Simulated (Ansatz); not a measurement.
The first iterations of a band of BCl2HO + BrH (7 atoms, charge 0, multiplicity 1).

All numbers below come from RKS BHLYP/def2-SVP in Ansatz 0.2.0.

```
movable images  : 7
climbing image  : yes
spring          : 5.0 eV/Å²
optimiser       : quadratic models (default)
start path      : straight line
force threshold : 0.05 eV/Å
iteration limit : 60
end points      : relaxed
```

Image 0:

```xyz
7
Properties=species:S:1:pos:R:3
B -0.205 -0.507 -0.163
O -0.406 0.312 0.876
H -1.214 0.150 1.362
Cl 1.240 -0.303 -1.120
Cl -1.370 -1.766 -0.552
Br 1.124 3.109 2.400
H 0.671 1.979 1.668
```

Image 8:

```xyz
7
Properties=species:S:1:pos:R:3
B 0.021 0.673 0.064
O 0.210 -0.238 1.411
H -0.594 -0.750 1.559
Cl 1.404 0.282 -1.004
Cl -1.607 0.136 -0.541
Br 0.045 2.530 0.812
H 0.363 0.340 2.169
```

| iteration | highest image above the first end (eV) | largest band force component (eV/Å) |
| --- | --- | --- |
| 1 | 2.341 | 3.201 |
| 2 | 1.570 | 1.393 |
| 3 | 1.453 | 1.873 |
| 4 | 1.426 | 1.469 |
| 5 | 1.347 | 1.188 |

Task: Does the band converge within its limit, and where does its top end?

Result: The forces met the threshold. It ended after 17 iterations with the highest image 1.352 eV above the first end. Another band between the same ends (7 images) ends at a top of the same energy, where a vibrational analysis finds 1 clearly imaginary mode. The orbitals stay closed-shell, which can raise the energy where a bond breaks towards radicals; this wasn't checked here.

The run took 6 min on 2 threads of Arm Neoverse V1, on a shared host, peak memory 0.27 GiB.
